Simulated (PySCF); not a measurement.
## C₆ coefficients of unlike pairs at BHandHLYP

Calculated with PySCF 2.14 from the dipole response of each species, C₆(A,B) = (3/π) ∫ α_A(iu) α_B(iu) du, in atomic units, from isotropic polarisabilities. For ions this is the dispersion term alone; charge-induced terms of lower order in 1/R come first.

| species | configuration | basis | relativity | α (bohr³) | C₆ (like pair) |
| --- | --- | --- | --- | --- | --- |
| F³⁺ | [He] 2s2 2p2 (3P) | aug-cc-pwCVQZ (9s8p6d4f2g) | none | 0.9362 | 0.8412 |
| Mg²⁺ | [Ne] (1S) | aug-cc-pVDZ (5s4p2d) | none | 0.1437 | 0.03656 |
| F²⁺ | [He] 2s2 2p3 (4S) | x2c-TZVPPall with one added diffuse shell each of s, p, d type (6s4p3d1f) | spin-free X2C | 1.205 | 1.508 |
| Ne²⁺ | [He] 2s2 2p4 (3P) | aug-cc-pCVTZ-DK (7s6p4d2f) | spin-free X2C | 0.8426 | 1.063 |

(1) Estimate C₆ for Ne²⁺ with F³⁺.

No spin-orbit coupling is included.

The other pairs:

| pair | C₆ |
| --- | --- |
| F²⁺, F³⁺ | 1.126 |
| Ne²⁺, F²⁺ | 1.254 |
| Mg²⁺, F³⁺ | 0.1717 |
| Ne²⁺, Mg²⁺ | 0.1968 |
| F²⁺, Mg²⁺ | 0.2310 |

Answers

(1) The integral gives 0.9336. The combination rule 2 C_A C_B / (C_A α_B/α_A + C_B α_A/α_B) gives 0.9228 and the geometric mean 0.9457.
